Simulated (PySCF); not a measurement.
C4H8BNSi.
InChI=1S/C4H8BNSi/c7-4-1-2-5-6-3-4/h1-3,5-6H,7H3

Method: BHandHLYP/def2-SVP geometry optimisation, gas phase (PySCF 2.14.0).

Masses are those of the commonest isotopes; rigid-rotor values at the optimised geometry. 

(1) Give the principal moments of inertia and the rotational constants in GHz.

(2) Classify the top.

(3) What does the inertial defect say?

(4) Give the other two planar moments, Paa and Pbb, and the rms extents of the mass along the axes.

(5) Give the coordinates in the principal-axis frame, origin at the centre of mass.

(6) Predict some low-J microwave lines.

Results:

(1) Ia = 98.97, Ib = 336.92, Ic = 430.13 u·Å²; 505379 MHz·u·Å²/I gives 5106, 1500 and 1175 MHz, that is A = 5.1063, B = 1.5000, C = 1.1749 GHz.

(2) An asymmetric top; Ray's κ = -0.835.

(3) Not planar: Δ = Ic − Ia − Ib = -5.76 u·Å². For a rigid frame Δ = −2 Σ m c², so Σ m c² = 2.88 u·Å² lies off the ab plane, practically all of it from hydrogen. The atom farthest from that plane is 1.20 Å away.

(4) Paa = Σ m a² = (Ib + Ic − Ia)/2 = 334.04 and Pbb = Σ m b² = (Ia + Ic − Ib)/2 = 96.09 u·Å². With the mass M = 109.05 u, the rms extents √(P/M) along a, b and c are 1.75, 0.94, 0.16 Å.

(5) The sense of each axis is arbitrary; atoms in the order of the calculation.
| atom | mass (u) | a (Å) | b (Å) | c (Å) |
| --- | --- | --- | --- | --- |
| Si1 | 27.977 | 2.353 | -0.007 | -0.001 |
| C2 | 12.000 | 0.487 | 0.017 | 0.003 |
| C3 | 12.000 | -0.217 | -1.153 | 0.001 |
| N4 | 14.003 | -1.571 | -1.181 | 0.000 |
| B5 | 11.009 | -2.385 | -0.009 | -0.002 |
| C6 | 12.000 | -1.615 | 1.294 | -0.001 |
| C7 | 12.000 | -0.252 | 1.246 | 0.002 |
| H8 | 1.008 | 2.909 | 0.669 | 1.197 |
| H9 | 1.008 | 2.809 | -1.419 | -0.013 |
| H10 | 1.008 | 2.902 | 0.686 | -1.193 |
| H11 | 1.008 | 0.283 | -2.117 | 0.002 |
| H12 | 1.008 | -1.991 | -2.095 | -0.001 |
| H13 | 1.008 | -3.575 | -0.147 | -0.004 |
| H14 | 1.008 | -2.094 | 2.268 | -0.001 |
| H15 | 1.008 | 0.318 | 2.174 | 0.002 |

(6) The dipole components are |μa| = 0.04 D, |μb| = 1.82 D, |μc| = 0.00 D; the mirror of this Cs structure is the ab plane, so μc vanishes by symmetry and there are no c-type lines. The squared components, which scale the intensities, stand as 0.00 : 1.00 (a : b). Some lines, for components of 0.1 D or more:

| type | branch | J(Ka,Kc) | MHz | lower level (cm⁻¹) |
| --- | --- | --- | --- | --- |
| b | R | 4(1,3) ← 3(2,2) | 960 | 1.038 |
| b | Q | 1(1,0) ← 1(0,1) | 3931 | 0.089 |
| b | Q | 2(1,1) ← 2(0,2) | 4277 | 0.267 |
| b | R | 3(0,3) ← 2(1,2) | 4639 | 0.377 |
| b | Q | 3(1,2) ← 3(0,3) | 4835 | 0.532 |
| b | Q | 4(1,3) ← 4(0,4) | 5645 | 0.882 |
| b | R | 4(0,4) ← 3(1,3) | 7609 | 0.628 |
| b | Q | 4(2,2) ← 4(1,3) | 10032 | 1.070 |
| b | Q | 3(2,1) ← 3(1,2) | 10449 | 0.693 |
| b | R | 3(1,3) ← 2(0,2) | 10827 | 0.267 |
| b | Q | 3(2,2) ← 3(1,3) | 12294 | 0.628 |
| b | R | 4(1,4) ← 3(0,3) | 12895 | 0.532 |
| b | Q | 4(2,3) ← 4(1,4) | 12968 | 0.962 |
| b | R | 2(2,1) ← 1(1,0) | 16494 | 0.220 |
| b | R | 2(2,0) ← 1(1,1) | 16840 | 0.210 |
| b | Q | 4(3,1) ← 4(2,2) | 18610 | 1.405 |
| b | R | 3(2,2) ← 2(1,1) | 18844 | 0.410 |
| b | Q | 3(3,1) ← 3(2,2) | 18857 | 1.038 |
| b | R | 3(2,1) ← 2(1,2) | 19923 | 0.377 |
| b | R | 4(2,3) ← 3(1,2) | 21028 | 0.693 |
| b | R | 4(2,2) ← 3(1,3) | 23287 | 0.628 |
| b | Q | 4(4,1) ← 4(3,2) | 26346 | 2.025 |
| b | R | 3(3,1) ← 2(2,0) | 26861 | 0.771 |
| b | R | 3(3,0) ← 2(2,1) | 26883 | 0.771 |

Stationary, but not proved a minimum. No vibrational averaging or centrifugal distortion is included, and the geometry carries the error of its method. A rigid rotor knows nothing of internal rotation, which can split or shift real lines. Quadrupole hyperfine structure (11B, 14N) is left out.
